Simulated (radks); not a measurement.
Ionisation ladder of lithium, from Li I to Li III. Each ion is in the ground configuration listed by NIST, and IE = E(next ion) - E(this ion), with E = 0 for the bare nucleus. Calculated with a radial shooting solver on a logarithmic mesh with Libxc functionals: Dirac Kohn-Sham, BLYP, spin-unpolarised, spherical densities, finite nucleus; Fermi nuclear charge, rms radius 2.444 fm.

species  configuration  E (hartree)  IE, Delta-SCF (eV)  -e(HOMO) (eV)   HOMO  IE, NIST (eV)    kind  error (eV)
Li I          [He] 2s1     -7.47581               5.322          2.754  2s1/2          5.392    exp.      -0.070
Li II             [He]     -7.28025              79.607         60.719  1s1/2         75.640  theory      +3.967
Li III             1s1     -4.35475              118.50         99.292  1s1/2         122.45  theory        -4.0

Reference values: NIST Atomic Spectra Database (exp. = measured, semi-emp. = semi-empirical, theory = theoretical value adopted there). The ionisation energy per charge of the ion left behind rises most, in proportion, at Li II ([He]), from 5.322 to 39.803 eV. Spin polarisation and multiplet splitting are left out, so open shells lie too high by an amount that depends on their filling.

Beside tabulated values, note that spin-unpolarised runs miss the spin-polarisation part of the exchange energy of open shells.
